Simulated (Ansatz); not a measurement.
`[SiH3][O][GaH][SH]` + `[SiH3][SiH]1BC1` → `[SiH3][Si]1([SiH3])BC1` + `[OH][GaH][SH]`  (formal exchange of groups at the Si–O bond)

Gas-phase electronic energies from Ansatz, PBE0-D4/def2-TZVP geometries. CBS: MP2 limit from def2 TZ/QZ plus the TZ coupled-cluster correction, frozen cores. Functionals use def2-TZVPP. B3LYP here is the variant with VWN-RPA as its local correlation; programs differ in this. For Ga outer-core shells are correlated without core-valence functions, which leaves a few kJ/mol of doubt a bond. Scalar relativity is left out up to krypton. One conformer a species, not always the lowest.

`[SiH3][O][GaH][SH]`:

Cartesian coordinates in Å:
```
Si -1.043 0.847 -0.722
O -0.198 -0.543 -0.791
Ga 1.024 -1.438 0.146
S 1.714 -0.510 2.008
H -2.500 0.557 -0.684
H -0.694 1.633 0.501
H -0.742 1.687 -1.911
H 1.517 -2.798 -0.404
H 0.921 0.565 1.857
```

`[SiH3][SiH]1BC1`:

Cartesian coordinates in Å:
```
Si -1.659 -1.018 -0.040
Si -0.022 0.447 -0.789
B 1.875 0.341 -0.540
C 1.257 0.625 0.786
H -1.007 -2.023 0.842
H -2.298 -1.714 -1.188
H -2.718 -0.313 0.731
H -0.572 1.631 -1.509
H 2.867 0.714 -1.074
H 0.684 -0.119 1.343
H 1.593 1.429 1.438
```

`[SiH3][Si]1([SiH3])BC1`:

Z-matrix (Å, degrees):
```
Si
Si 1 2.333
H 1 1.487 2 109.8
H 1 1.489 2 109.8 3 119.8
H 1 1.489 2 111.3 3 -120.4
Si 2 2.322 1 116.6 3 176.0
B 2 1.927 1 117.3 3 -3.5
C 2 2.037 1 121.9 3 47.4
H 6 1.487 2 110.4 1 70.6
H 6 1.488 2 108.5 1 -169.7
H 6 1.488 2 111.4 1 -49.8
H 7 1.187 2 139.0 1 -29.7
H 8 1.089 2 134.1 1 13.7
H 8 1.090 2 92.7 1 137.3
```

`[OH][GaH][SH]`:

Cartesian coordinates in Å:
```
O 0.355 1.262 -0.501
Ga 0.342 -0.480 -0.109
S -1.387 -1.058 1.102
H 1.105 1.540 -1.030
H 1.447 -1.464 -0.583
H -1.861 0.200 1.121
```

| level | ΔE (kJ/mol) | difference from CCSD(T)/CBS |
| --- | --- | --- |
| B3LYP-D4 | 87.9 | 1.4 |
| ωB97M-V | 90.6 | 4.1 |
| B2PLYP | 91.4 | 4.9 |
| r2SCAN | 79.4 | -7.1 |
| PBE0 | 71.0 | -15.5 |
| MP2/def2-TZVPP | 90.6 | 4.1 |
| SCS-MP2/def2-TZVPP | 97.0 | 10.5 |
| MP2/def2-QZVPP | 91.0 | 4.5 |
| HF/CBS(def2) | 119.1 | 32.6 |
| MP2/CBS(def2) | 89.8 | 3.3 |
| CCSD(T)/CBS | 86.5 | 0 |

Largest T1 diagnostic among the species: 0.015.

From PBE to PBE0 (25 % exact exchange), in def2-TZVPP and without D4, ΔE moves by +9.2 kJ/mol. In def2-TZVPP, CCSD(T) changes the Hartree–Fock value by −29.2 kJ/mol (the triples alone add −4.8 kJ/mol) and MP2 by −25.8 kJ/mol.
